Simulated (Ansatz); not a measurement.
Consider the formal exchange of groups at the In–C bond: `C=[C]([GeH3])[InH2]` + `B1CO1` → `[InH2][B]1CO1` + `C=[CH][GeH3]`.

Gas-phase electronic energies from Ansatz, PBE0-D4/def2-TZVP geometries. CCSD(T)/CBS is the MP2 limit (def2-TZVPP, def2-QZVPP) plus CCSD(T) − MP2 in def2-TZVPP, frozen cores. DFT in def2-TZVPP. B3LYP here is the variant with VWN-RPA as its local correlation; programs differ in this. HSE06 is defined as in plane-wave codes. Elements past krypton have def2 core potentials. For Ge, In outer-core shells are correlated without core-valence functions, which leaves a few kJ/mol of doubt a bond. Scalar relativity is left out up to krypton.

Task: Is it downhill or uphill in electronic energy at CCSD(T)/CBS, and by how much? (Estimate.)

Result: The calculation gave: Downhill: ΔE = -2.8 kcal/mol.

Task: What do these levels give: revPBE-D4, r2SCANh-D4, r2SCAN0-D4, HSE06-D4, CAM-B3LYP-D4, B3LYP, r2SCAN0, LC-ωPBE, CCSD/def2-SVP, CCSD(T)/def2-TZVPP, HF/def2-QZVPP, CCSD/CBS(def2)? (An estimate is asked.)

Result: Ansatz gave: revPBE-D4 -4.5, r2SCANh-D4 -4.3, r2SCAN0-D4 -4.4, HSE06-D4 -4.8, CAM-B3LYP-D4 -4.1, B3LYP -5.0, r2SCAN0 -4.7, LC-ωPBE -5.6, CCSD/def2-SVP -4.2, CCSD(T)/def2-TZVPP -3.4, HF/def2-QZVPP -4.4, CCSD/CBS(def2) -3.4 kcal/mol.

Task: What do rigid-rotor, harmonic-oscillator terms from PBE0-D4/def2-TZVP frequencies (298.15 K, 1 bar) make of the CCSD(T)/CBS value? (Estimate.)

Result: Ansatz gave: ΔZPE = +1.3 kcal/mol, ΔH = -1.5 kcal/mol, ΔS = 5 J/(mol·K), ΔG = -1.8 kcal/mol.

Largest T1 diagnostic among the species: 0.016.

At CCSD(T), def2-SVP lies −0.9 kcal/mol from the extrapolated value and def2-TZVPP −0.7 kcal/mol. In def2-TZVPP, CCSD(T) changes the Hartree–Fock value by +1.1 kcal/mol (the triples alone add +0.6 kcal/mol) and MP2 by +2.8 kcal/mol. Leaving LDA and LC-ωPBE aside and taking each functional with its dispersion term where it has one, the values, not all of them listed here, spread over 1.6 kcal/mol, from PBE0-D4 to BHLYP-D4.
